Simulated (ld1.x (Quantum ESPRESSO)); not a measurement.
Reading a pseudo-wave (H (Z = 1))

Columns: radius, all-electron u(r) and pseudo u(r) of the 1s shell (level -6.33 eV) of hydrogen in the configuration 1s1; PBEsol, non-relativistic, TM scheme, ld1.x (Quantum ESPRESSO) 7.5.

```csv
r (bohr),all-electron,pseudo
0.053,0.0945,0.0788
0.105,0.1777,0.1547
0.158,0.2535,0.2295
0.210,0.3197,0.2989
0.262,0.3786,0.3634
0.315,0.4316,0.4232
0.368,0.4782,0.4762
0.420,0.5181,0.5212
0.473,0.5535,0.5601
0.525,0.5835,0.5916
0.578,0.6095,0.6178
0.630,0.6312,0.6383
0.683,0.6496,0.6549
0.735,0.6643,0.6678
0.788,0.6763,0.6783
0.840,0.6854,0.6863
0.893,0.6922,0.6925
0.945,0.6967,0.6967
0.998,0.6992,0.6992
1.050,0.6999,0.6999
1.102,0.6990,0.6990
1.155,0.6965,0.6965
1.208,0.6928,0.6928
1.260,0.6879,0.6879
1.313,0.6819,0.6819
1.365,0.6751,0.6751
```

Problem. How many radial nodes do the two functions have?

Solution. The all-electron 1s function has n − l − 1 = 0; the pseudo-wave has 0.

Problem. At about which radius was the pseudo-wave matched?

Solution. 1.05 bohr. The columns agree to 0.0005 from 0.89 bohr on; several derivatives are matched, so the curves merge somewhat inside the radius.

Problem. Is the pseudo-wave norm-conserving?

Solution. Yes: the TM scheme keeps the norm inside the radius equal to the all-electron one, which fixes the energy derivative of the logarithmic derivative at the level.
